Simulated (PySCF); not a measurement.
Task: Write Cartesian coordinates for `C([C@H](CF)OC)(F)(F)F` as optimised with GFN2-xTB.

Result: 
```xyz
15
C4H6F4O angstrom
C      2.0599   -0.2436   -0.2997
O      0.8068   -0.5647   -0.8754
C     -0.2970   -0.1956   -0.0988
C     -0.5848    1.3156   -0.1075
F      0.1532    1.9396    0.8617
C     -1.4973   -0.9378   -0.6955
F     -2.6019   -0.7514    0.0468
F     -1.2959   -2.2516   -0.7602
F     -1.7925   -0.5147   -1.9273
H      2.1948    0.8365   -0.1994
H      2.1680   -0.7119    0.6840
H      2.8046   -0.6447   -0.9825
H     -0.1831   -0.5342    0.9455
H     -0.3022    1.7498   -1.0712
H     -1.6369    1.5168    0.1145
```

Orientation and origin are arbitrary. Atoms count from 1 in this order. Of the pairs four or more bonds apart, F7···H15 is among the closest relative to their van der Waals radii: 2.47 Å, 92 % of the sum of Bondi's values. The 4 C–F bonds span 1.331 Å (C6–F8, drawn single) to 1.369 Å (C4–F5, drawn single), a spread of 0.038 Å.

Bonds between heavy atoms (Å): C1–O2 1.416, O2–C3 1.399, C3–C4 1.538, C4–F5 1.369, C3–C6 1.532, C6–F7 1.344, C6–F8 1.331, C6–F9 1.335.

Structure optimised with GFN2-xTB, isolated species.

Point group: C1 (no symmetry element, even within 0.4 Å). No GFN2-xTB frequencies stand behind this structure, so it isn't proved a minimum. The numbers are those of one conformer (C1–O2–C3–C4 75°, O2–C3–C4–F5 -87°).

The numbers are calculated, not measured.
